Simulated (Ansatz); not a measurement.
## SiBr (bromosilane): the energy, rung by rung

SiBr has 2 atoms, charge 0, and is taken as a doublet. As SMILES, `[Si]Br`. Geometry: relaxed at GFN2-xTB.

```xyz
2

Si    0.0000    0.0000    0.0000
Br    0.0000    0.0000    2.3426
```

Each level gives the energy change with the Si1–Br2 bond stretched from 2.343 to 2.928 Å (eV). The values are calculated.

```json
{"level": "UHF/STO-3G", "kind": "Hartree–Fock", "program": "Ansatz", "value (eV)": "2.13", "less FCI/STO-3G": "+0.15", "CPU time (all runs)": "1.1 s"}
{"level": "U-revPBE/STO-3G", "kind": "GGA", "program": "Ansatz", "value (eV)": "1.86", "less FCI/STO-3G": "-0.12", "CPU time (all runs)": "8.6 s"}
{"level": "U-r2SCAN/STO-3G", "kind": "meta-GGA", "program": "Ansatz", "value (eV)": "1.96", "less FCI/STO-3G": "-0.02", "CPU time (all runs)": "26 s"}
{"level": "UB3LYP/STO-3G", "kind": "global hybrid", "program": "Ansatz", "value (eV)": "1.95", "less FCI/STO-3G": "-0.03", "CPU time (all runs)": "4 s"}
{"level": "UPBE0/STO-3G", "kind": "global hybrid", "program": "Ansatz", "value (eV)": "2.09", "less FCI/STO-3G": "+0.11", "CPU time (all runs)": "4.3 s"}
{"level": "U-wB97M-V/STO-3G", "kind": "range-separated hybrid", "program": "Ansatz", "value (eV)": "2.19", "less FCI/STO-3G": "+0.21", "CPU time (all runs)": "46 s"}
{"level": "UB2PLYP/STO-3G", "kind": "double hybrid", "program": "Ansatz", "value (eV)": "2.04", "less FCI/STO-3G": "+0.06", "CPU time (all runs)": "6 s"}
{"level": "UMP2/STO-3G", "kind": "perturbation theory", "program": "Ansatz", "value (eV)": "2.26", "less FCI/STO-3G": "+0.28", "CPU time (all runs)": "2.2 s"}
{"level": "UCCSD(T)/STO-3G", "kind": "coupled cluster or CI", "program": "Ansatz", "value (eV)": "1.99", "less FCI/STO-3G": "+0.01", "CPU time (all runs)": "2.7 s"}
{"level": "FCI/STO-3G", "kind": "exact in the basis", "program": "Ansatz", "value (eV)": "1.98", "less FCI/STO-3G": "0.00", "CPU time (all runs)": "3.1 s"}
```

FCI/STO-3G is exact within its basis and frozen core, so for wave-function methods in that basis the difference is their error; functionals converge differently with the basis, so for them it is only a difference. All-electron rows without a relativistic Hamiltonian named are non-relativistic. The first shape isn't each level's own minimum. The values span 1.86 to 2.26 eV. Spin contamination of the reference (⟨S²⟩ at least 0.1 too high) touches UHF/STO-3G, UMP2/STO-3G, UCCSD(T)/STO-3G. All rows use very small basis sets, so none should be taken for the real molecule's value. In the correlated wave-function rows the outer d shell of Br is correlated, in sets not made for it. Times are those of the runs behind each value, whatever else they computed, on shared processors of several kinds: orders of magnitude only.
